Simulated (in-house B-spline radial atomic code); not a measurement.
# PBEsol excitations of Ga⁺

Method: PBEsol. Computed with a B-spline radial code for spherical atoms: linear response of the closed shell [Ar] 3d10 4s2 with the functional's adiabatic kernel; scalar-relativistic (spin-free one-electron X2C), finite nucleus, no spin-orbit coupling, no double excitations, S, P, D and F terms only; shells from n = 2 respond. Only terms of natural parity with L up to 3 were computed.

Command:
```bash
python run_td.py task.json out
```
Settings (radii: box in bohr, nucleus in fm):
```
Z                        31
electrons                30
configuration            [Ar] 3d10 4s2
hamiltonian              x2c
method                   pbesol
box_radius               41.61
rms_radius               3.9973
intervals                75
```

Cost of the run: 1.8 s on 1 thread of Arm Neoverse N1, with other jobs on the host.

The lowest states, in the order of their Tamm-Dancoff energies; the method's threshold (minus the highest occupied level) is 16.356 eV. Labels give the largest channel, * marks a mixed state, and oscillator strengths are full-response dipole values. Measured ¹D terms are left out, since they can mix with doubly excited terms. Semilocal kernels can invert the small singlet-triplet splittings of Rydberg terms. Energies in eV:

| state | full response | Tamm-Dancoff | oscillator strength | measured (J-weighted term) |
| --- | --- | --- | --- | --- |
| 4s → 4p 3P | 6.026 | 6.167 | - | 5.987 |
| 4s → 4p 1P | ? | ? | ? | ? |
| 4s → 5s 3S | 12.291 | 12.297 | - | 12.764 |
| 4s → 5s 1S | 12.707 | 12.725 | - | 13.224 |
| 4s → 4d 3D | 13.518 | 13.534 | - | 14.116 |
| 4s → 4d 1D | 13.742 | 13.747 | - | - |
| 4s → 5p 3P | 13.774 | 13.782 | - | 14.708 |
| 4s → 5p 1P | ? | ? | ? | - |
| 4s → 6s 3S | 14.800 | 14.801 | - | - |
| 4s → 6s 1S | 14.876 | 14.880 | - | - |

Task: Where does 4s → 5p 1P lie?

Result: At 14.018 eV in full response, 14.059 eV in Tamm-Dancoff, oscillator strength 0.0094.

Task: Where does 4s → 4p 1P lie?

Result: At 8.875 eV in full response, 9.244 eV in Tamm-Dancoff, oscillator strength 1.6; measured 8.766 eV.

Task: How large is the singlet-triplet splitting of 4s → 4p (P terms) in Tamm-Dancoff?

Result: 3.08 eV, from the unrounded values.

Task: What polarisabilities and dispersion coefficient does the method give?

Result: Dipole 17.39 bohr³, quadrupole 76.67 bohr⁵, C6 88.31 hartree·bohr⁶ for two such species.
